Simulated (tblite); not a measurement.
Input of a run (GFN2-xTB geometry optimisation, gas phase (tblite 0.8.0)), started from a force field or distance geometry:
```
{"job": {"kind": "relax", "xc": "GFN2-xTB", "basis": "xTB"}, "charge": 0, "multiplicity": 1}
C     -2.132700    -1.556100    -0.265900
N     -1.082700    -0.860000    -0.449800
C     -0.543600     0.082000     0.491000
C     -0.993500     1.513300     0.218400
C      0.935500     0.072900     0.385900
N      1.732500    -1.026400     0.311200
C      2.994500    -0.563300     0.220500
N      2.945400     0.789100     0.239800
O      1.709200     1.155500     0.329200
H     -2.769600    -1.488200     0.624100
H     -2.458100    -2.262900    -1.053800
H     -0.855800    -0.208200     1.506700
H     -0.357400     2.215200     0.819300
H     -2.049400     1.573500     0.572600
H     -0.981500     1.729700    -0.859800
H      3.899500    -1.157500     0.166800
```

Output (eV, eV/Å):
```
step      E/eV     max force
  0    -735.38130    3.409
  1    -735.67706    1.631
  2    -735.74150    1.148
  3    -735.77735    0.586
  4    -735.79618    0.286
  5    -735.80345    0.276
  6    -735.81108    0.225
  7    -735.81700    0.210
  8    -735.82155    0.174
  9    -735.82518    0.168
 10    -735.82833    0.132
 11    -735.83119    0.128
 12    -735.83399    0.132
 13    -735.83687    0.148
 14    -735.84005    0.175
 15    -735.84349    0.143
 16    -735.84681    0.157
 17    -735.84949    0.125
 18    -735.85141    0.133
 19    -735.85283    0.121
 20    -735.85403    0.106
 21    -735.85523    0.103
 22    -735.85659    0.119
 23    -735.85813    0.111
 24    -735.85964    0.094
 25    -735.86086    0.081
 26    -735.86185    0.075
 27    -735.86289    0.090
 28    -735.86423    0.098
 29    -735.86582    0.092
 30    -735.86745    0.106
 31    -735.86912    0.115
 32    -735.87101    0.125
 33    -735.87312    0.140
 34    -735.87526    0.145
 35    -735.87705    0.141
 36    -735.87790    0.174
 37    -735.87931    0.096
 38    -735.88032    0.079
 39    -735.88212    0.097
 40    -735.88300    0.100
 41    -735.88449    0.099
 42    -735.88579    0.106
 43    -735.88730    0.106
 44    -735.88854    0.106
 45    -735.88944    0.114
 46    -735.89027    0.083
 47    -735.89112    0.070
 48    -735.89221    0.075
 49    -735.89308    0.077
 50    -735.89386    0.089
 51    -735.89452    0.073
 52    -735.89542    0.076
 53    -735.89674    0.089
 54    -735.89843    0.084
 55    -735.89984    0.096
 56    -735.90026    0.232
 57    -735.90164    0.111
 58    -735.90273    0.101
 59    -735.90468    0.205
 60    -735.90651    0.122
 61    -735.90775    0.111
 62    -735.90849    0.069
 63    -735.90907    0.068
 64    -735.90971    0.067
 65    -735.91050    0.060
 66    -735.91079    0.039
 67    -735.91106    0.039
 68    -735.91127    0.037
 69    -735.91149    0.039
 70    -735.91175    0.043
 71    -735.91211    0.057
 72    -735.91258    0.060
 73    -735.91310    0.075
 74    -735.91370    0.077
 75    -735.91435    0.102
 76    -735.91522    0.077
 77    -735.91591    0.085
 78    -735.91647    0.084
 79    -735.91683    0.075
 80    -735.91729    0.052
 81    -735.91772    0.041
 82    -735.91792    0.040
 83    -735.91813    0.031
 84    -735.91825    0.026
 85    -735.91838    0.025
 86    -735.91851    0.030
 87    -735.91866    0.031
 88    -735.91891    0.038
 89    -735.91935    0.050
 90    -735.91997    0.050
 91    -735.92057    0.126
 92    -735.92126    0.061
 93    -735.92194    0.074
 94    -735.92244    0.040
 95    -735.92274    0.032
 96    -735.92286    0.024
 97    -735.92291    0.015
 98    -735.92294    0.016
 99    -735.92296    0.014
100    -735.92299    0.014
101    -735.92302    0.019
102    -735.92308    0.025
103    -735.92315    0.024
104    -735.92322    0.026
105    -735.92331    0.029
106    -735.92346    0.035
107    -735.92371    0.053
108    -735.92405    0.068
109    -735.92431    0.075
110    -735.92436    0.145
111    -735.92482    0.028
112    -735.92493    0.028
113    -735.92508    0.038
114    -735.92516    0.043
115    -735.92530    0.034
116    -735.92539    0.028
117    -735.92548    0.027
118    -735.92556    0.031
119    -735.92559    0.047
120    -735.92571    0.022
121    -735.92578    0.021
122    -735.92590    0.034
123    -735.92596    0.029
124    -735.92605    0.029
125    -735.92615    0.027
126    -735.92620    0.030
127    -735.92622    0.079
128    -735.92631    0.033
129    -735.92635    0.034
130    -735.92641    0.038
131    -735.92648    0.040
132    -735.92658    0.038
133    -735.92674    0.040
134    -735.92705    0.060
135    -735.92645    0.201
136    -735.92784    0.111
137    -735.92840    0.060
138    -735.92980    0.170
139    -735.93047    0.063
140    -735.93070    0.205
141    -735.93101    0.033
142    -735.93122    0.028
143    -735.93148    0.067
144    -735.93156    0.042
145    -735.93166    0.031
146    -735.93171    0.019
147    -735.93174    0.020
148    -735.93175    0.017
149    -735.93176    0.004
```

Task: Summarise the run.

Result: The energy falls by 0.550 eV over 149 L-BFGS steps, the largest force on an atom goes from 3.41 to 0.004 eV/Å, and the atoms move by 0.543 Å rms after alignment. The bond that changes most is N8–O9 (pyridine-type nitrogen to ring oxygen), which lengthens by 0.064 Å. Bonds longer at the end by more than 0.005 Å: 4 of 16; shorter: 8. Among the angles that change most is N6–C7–N8, from 108.0° to 113.4°. Among the dihedrals that turn most is N2–C3–C5–O9, from 134° to 77°. The energy rose by more than 1e-5 eV at step 135. The first step brought 54 % of the lowering.

Task: What are the final bond lengths?

Result: C1=N2 1.249 Å, N2–C3 1.445 Å, C3–C4 1.527 Å, C3–C5 1.491 Å, C5–N6 1.301 Å, N6–C7 1.357 Å, C7–N8 1.298 Å, N8–O9 1.356 Å, C5–O9 1.332 Å, C1–H10 1.095 Å, C1–H11 1.080 Å, C3–H12 1.104 Å, C4–H13 1.087 Å, C4–H14 1.087 Å, C4–H15 1.086 Å, C7–H16 1.070 Å. Numbering counts from 1 in the input's order; the species is `C=N[C@H](C)c1ncno1`.

Its GFN2-xTB frequencies are all real (lowest 26 cm⁻¹). The numbers are those of one conformer. 3 starts were optimised and ended at 0.00, 0.04 and 0.39 kcal/mol (GFN2-xTB); the lowest of these is shown.

The numbers are calculated, not measured.
